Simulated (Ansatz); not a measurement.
Calculated with Ansatz (gas phase, PBE0-D4/def2-TZVP geometries, no zero-point term in ΔE). CCSD(T)/CBS adds triple-zeta CCSD(T) − MP2 to the extrapolated MP2 energy (def2 sets, frozen cores). DFT in def2-TZVPP. B3LYP here is the variant with VWN-RPA as its local correlation; programs differ in this. For Ge outer-core shells are correlated without core-valence functions, which leaves a few kJ/mol of doubt a bond. Scalar relativity is left out up to krypton. One conformer a species, not always the lowest.

Consider the ligand exchange at a Ge–C bond: `[GeH3][c]1ccccc1` + `O[SiH](O)O` → `O[SiH](O)[O][GeH3]` + `c1ccccc1`.

Problem. Is it downhill or uphill in electronic energy at CCSD(T)/CBS, and by how much? (Best estimate.)

Solution. The calculation gave: Downhill: ΔE = -11.7 kcal/mol.

Problem. What do these levels give: PBE-D4, r2SCAN-D4, PBE0-D4, B3LYP-D4, B2PLYP, HF/def2-TZVPP, SCS-MP2/def2-TZVPP, CCSD/def2-TZVPP, CCSD(T)/def2-TZVPP, MP2/def2-QZVPP, MP2/CBS(def2), CCSD/CBS(def2)? (Estimate.)

Solution. Ansatz gave: PBE-D4 -10.7, r2SCAN-D4 -12.8, PBE0-D4 -11.4, B3LYP-D4 -13.3, B2PLYP -13.5, HF/def2-TZVPP -18.3, SCS-MP2/def2-TZVPP -12.7, CCSD/def2-TZVPP -12.8, CCSD(T)/def2-TZVPP -12.0, MP2/def2-QZVPP -10.9, MP2/CBS(def2) -10.6, CCSD/CBS(def2) -12.6 kcal/mol.

Largest T1 diagnostic among the species: 0.012.

In def2-TZVPP, CCSD(T) changes the Hartree–Fock value by +6.3 kcal/mol (the triples alone add +0.8 kcal/mol) and MP2 by +7.4 kcal/mol. The D4 term adds +0.9 kcal/mol with B3LYP and +0.5 kcal/mol with PBE0; it sums over pairs of atoms, weighted by their polarisabilities, and B3LYP, whose exchange is more repulsive, gets the larger term.
